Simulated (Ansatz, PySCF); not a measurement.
This Ansatz (a program for electronic structure) input computes a BLYP/def2-TZVPD energy:

Ansatz 0.2 input:
```yaml
crystal:
  periodic: [false, false, false]
  atoms:
    - {symbol: Si, position_ang: [-0.00156189, -0.00141780, 0.14555614]}
    - {symbol: H, position_ang: [-1.27922820, -0.21348892, -0.69521090]}
    - {symbol: H, position_ang: [0.84127864, -0.99751856, -0.68009374]}
    - {symbol: H, position_ang: [0.45981600, 1.23085671, -0.66248133]}
basis:
  gaussian:
    orbitals: def2-TZVPD
hamiltonian:
  xc: {name: BLYP}
total_charge: -1
output: {forces: true}
```

Write an input for the same energy in PySCF and say what it gives.


```python
from pyscf import gto, scf, dft

mol = gto.M(
    atom='''
    Si   -0.00156189   -0.00141780    0.14555614
    H    -1.27922820   -0.21348892   -0.69521090
    H     0.84127864   -0.99751856   -0.68009374
    H     0.45981600    1.23085671   -0.66248133
    ''',
    basis='def2-tzvpd',
    charge=-1,
    spin=0,
    verbose=4,
)

mf = dft.RKS(mol, xc='blyp').density_fit(auxbasis='def2-universal-jkfit')
mf.grids.level = 3
mf.conv_tol = 1e-9
mf.max_cycle = 100
mf.max_memory = 1500
mf.kernel()
if not mf.converged:
    mf = mf.newton()
    mf.kernel(mf.make_rdm1())
mf.analyze()
```
It gives -291.27255 Eh, and Ansatz -291.27251 Eh, a difference of 0.04 mEh, from the treatment of integrals and grids.
